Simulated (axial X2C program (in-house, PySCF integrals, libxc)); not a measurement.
SnF⁻: from the spin-free to the two-component result

Calculated with an in-house relativistic program for diatomic molecules. Spin-free means the one-electron spin-free X2C Hamiltonian; two-component (2c) means X2C with spin–orbit coupling and atomic mean-field two-electron Coulomb and Gaunt terms, so the difference of the two also holds small scalar two-electron terms. Basis: Sn dyall-acv3z [12s13p10d5f1g], F dyall-av3z [7s6p3d2f] (cores contracted in-house); Gaussian nuclei, density fitting, unrestricted open shells. Masses: Sn 119.902 u, F 18.998 u.

Spin-free state: M_S = 1, Λ = 0 (beyond evenly filled blocks: π+α, π-α); fragments Sn + F-.

| level | Re (Å) | ωe (cm⁻¹) | De (eV) | μ (D) |
| --- | --- | --- | --- | --- |
| PBE0 | 2.030 | 461.0 | 2.944 | -1.27 |
| HF | 2.011 | 480.2 | 2.782 | -1.33 |
| MP2 | 2.048 | 452.9 | 2.789 | n/a |
| CCSD | 2.037 | 462.2 | 2.855 | n/a |
| CCSD(T) | 2.043 | 456.8 | 2.841 | n/a |
| PBEsol | 2.033 | 457.2 | 3.109 | -1.06 |

Correlated methods: 12 electrons correlated (number of frozen shells: Sn 4 s, 3 p, 2 d; F 1 s), 288 virtual spin orbitals or spinors in MP2, 90 natural virtuals in coupled cluster.

Dipoles are positive if F is the positive end and refer to the centre of mass.

Two-component determinant lowest at the distance of the search:

Ω = 1 (⟨Sz⟩ = 1.00, ⟨Lz⟩ = 0.00 at HF); fragments Sn + F-.

```json
{"level": "PBE0", "Re (Å)": "2.031", "ωe (cm⁻¹)": "459.6", "μ (D)": "-1.28"}
{"level": "HF", "Re (Å)": "2.012", "ωe (cm⁻¹)": "478.7", "μ (D)": "-1.34"}
{"level": "MP2", "Re (Å)": "2.049", "ωe (cm⁻¹)": "451.6", "μ (D)": "n/a"}
{"level": "CCSD", "Re (Å)": "2.038", "ωe (cm⁻¹)": "460.7", "μ (D)": "n/a"}
{"level": "CCSD(T)", "Re (Å)": "2.045", "ωe (cm⁻¹)": "455.4", "μ (D)": "n/a"}
{"level": "PBEsol", "Re (Å)": "2.034", "ωe (cm⁻¹)": "455.8", "μ (D)": "-1.07"}
```

Problem. From the two tables, how do the constants change at the CCSD(T) level (2c against spin-free)?

Solution. At the CCSD(T) level Re increases by 0.002 Å and ωe falls by 1.4 cm⁻¹.

The state is a single determinant with fixed occupations, the lowest that a limited PBE0 search found. Dissociation energies refer to the lowest single-determinant-based atoms at the same level and basis. De is not given where an atomic determinant may have missed its ground term or J level, or where the truncated virtual space spoils (T). Density functionals use the spin component along the axis (collinear). Coupled cluster ran in a truncated set of natural virtual spinors; the MP2 energy of the rest was added. (T) has no such correction and the atoms are truncated less, which lowers De at CCSD(T) by a hundredth of an eV or more. Other states lie close and PBE0, whose exact exchange favours high spin, may order them wrongly; the determinant shown need not be the ground state. The nearest other spin-free determinant of the search, M_S = 0, Λ = 2, lies 0.62 eV up at the distance of the search. Without a current term, density functionals place determinants with orbital angular momentum somewhat too high. With several unpaired electrons one determinant need not be a pure state. Open-shell Ω = 0 determinants with evenly filled partner blocks cannot be reached by this program, so the Ω shown need not be the lowest component. This is the Ω = 1 component of a π² triplet; the 0⁺ component is not one determinant and can lie lowest. The highest occupied level of some functionals is positive through self-interaction error; at Hartree–Fock it is bound. With the outer-core shells frozen, correlated bond lengths of heavy atoms tend to come out a few hundredths of an ångström too long. Hartree–Fock gets electron affinities wrong, so its lowest charge split need not be the true one.
